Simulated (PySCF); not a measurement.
A species of formula C7H17N has this rotational fingerprint, computed with PBE0/pcSseg-1 in PySCF (dipole) on a GFN2-xTB geometry, gas phase:

| Property | Result |
| --- | --- |
| Rotational constants | A = 2054, B = 1585, C = 1204 MHz |
| Dipole components | \|μa\| = 0.29 D, \|μb\| = 0.06 D, \|μc\| = 0.55 D |
| Inertial defect | -145.11 u·Å² |
| κ | -0.10 |

Question: Which structure is it? (One computed conformer of each.)
A. `[CH3:1][CH2:2][CH2:3][NH:4][CH2:5][CH:6]([CH3:7])[CH3:8]` with C1–C2–C3–N4 177°, C2–C3–N4–C5 178°, C3–N4–C5–C6 -178°, N4–C5–C6–C7 -60°
B. `[CH3:1][CH2:2][N:3]([CH2:4][CH3:5])[CH:6]([CH3:7])[CH3:8]` with C1–C2–N3–C4 -79°, C2–N3–C4–C5 135°, C2–N3–C6–C7 -74° (diethylisopropylamine)
C. `[CH3:1][CH2:2][CH2:3][C@H:4]([CH3:5])[N:6]([CH3:7])[CH3:8]` with C1–C2–C3–C4 180°, C2–C3–C4–C5 -179°, C3–C4–N6–C7 -157° (dimethyl-2-pentylamine)
D. `[CH3:1][CH:2]([CH3:3])[CH:4]([NH2:5])[CH:6]([CH3:7])[CH3:8]` with C1–C2–C4–N5 62°, C2–C4–N5–H 58° and -62°, C2–C4–C6–C7 -53° (2,4-dimethylpentan-3-amine)

Answer: B. It is CCN(CC)C(C)C, an asymmetric top, point group C1. The candidates at the same level (rigid rotor, commonest isotopes):

```csv
SMILES,A (MHz),B (MHz),C (MHz),μa (D),μb (D),μc (D),Δ (u·Å²),point group,rotor
CCN(CC)C(C)C,2054,1585,1204,0.29,0.06,0.55,-145.11,C1,asymmetric top
CCC[C@H](C)N(C)C,2913,1157,1023,0.59,0.32,0.03,-116.46,C1,asymmetric top
CC(C)C(N)C(C)C,2819,1359,1149,1.17,0.58,0.21,-111.30,C1,asymmetric top
CCCNCC(C)C,5932,679.0,638.2,0.23,0.69,0.61,-37.59,C1,near-prolate asymmetric top
```

`CCCNCC(C)C` has A 189 % too high; `CC(C)C(N)C(C)C` has A 37 % too high; `CCC[C@H](C)N(C)C` has A 42 % too high. No structure here is proved a minimum.
